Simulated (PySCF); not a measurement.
**A ladder for the ionisation energy of Ba⁺**

Ba⁺ [Xe] 6s1 (2S) → Ba²⁺ [Xe] (1S). Scalar values calculated with PySCF 2.14 in aug-cc-pwCVTZ-X2C (spin-free X2C; valence: [Xe] frozen; valence and next inner shell: [Kr] 4d10 frozen). The spin-orbit shift comes from two-component X2C-1e calculations (generalised Hartree-Fock, GHF, and MP2 on its spinors, GMP2) in x2c-TZVPPall-2c: GMP2 gives 9.888 eV without and 9.887 eV with screened spin-orbit coupling, a shift of 0.000 eV (GHF: 0.001 eV). Sums use unrounded values; where a UHF row is shifted, it takes the GHF shift.

```
                                method  scalar (eV)  plus spin-orbit shift (eV)  error (eV)
                                   UHF        9.368                       9.369      -0.635
                                   LDA       10.318                      10.318       0.314
                                   PBE       10.132                      10.132       0.128
                                  PBE0       10.002                      10.002      -0.002
                                r2SCAN        9.805                       9.805      -0.199
                                PBEsol       10.086                      10.086       0.082
                             BHandHLYP        9.952                       9.952      -0.052
    MP2 (valence and next inner shell)        9.905                       9.904      -0.099
SCS-MP2 (valence and next inner shell)        9.802                       9.802      -0.202
   CCSD (valence and next inner shell)        9.881                       9.881      -0.123
CCSD(T) (valence and next inner shell)        9.921                       9.920      -0.084
```

Reference: 10.004 eV (measured; NIST Atomic Spectra Database, ionization energies).

The errors of the correlated levels include the incompleteness of the basis and the frozen core, so a lower level can come closer by cancellation.
